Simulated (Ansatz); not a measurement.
`O[SiH2][SiH]([SiH3])Cl` + `S[SiH2]Cl` → `O[SiH2]S[SiH2]Cl` + `[SiH3][SiH2]Cl`  (cleavage of the Si–Si bond)

Program: Ansatz. Geometries: PBE0-D4/def2-TZVP. ΔE: electronic, gas phase. CBS: MP2 limit from def2 TZ/QZ plus the TZ coupled-cluster correction, frozen cores. DFT in def2-TZVPP. Each species was taken in one conformer, which may not be the lowest.

```
                 species  r2SCAN energy (Eh)
`O[SiH2][SiH]([SiH3])Cl`         -1408.12884
             `S[SiH2]Cl`         -1149.71775
      `O[SiH2]S[SiH2]Cl`         -1515.70150
        `[SiH3][SiH2]Cl`         -1042.17414
```

Question: Work out ΔE.

Answer: ΔE = (-1515.70150) + (-1042.17414) − (-1408.12884) − (-1149.71775) = -0.02905 Eh = -76.3 kJ/mol. CCSD(T)/CBS gives -79.1 kJ/mol.

Largest T1 diagnostic among the species: 0.012.

From PBE to PBE0 (25 % exact exchange), in def2-TZVPP and without D4, ΔE moves by −5.7 kJ/mol. The D4 term adds −3.4 kJ/mol with B3LYP and −1.6 kJ/mol with PBE0; it sums over pairs of atoms, weighted by their polarisabilities, and B3LYP, whose exchange is more repulsive, gets the larger term.

B3LYP here is the variant with VWN-RPA as its local correlation; programs differ in this.
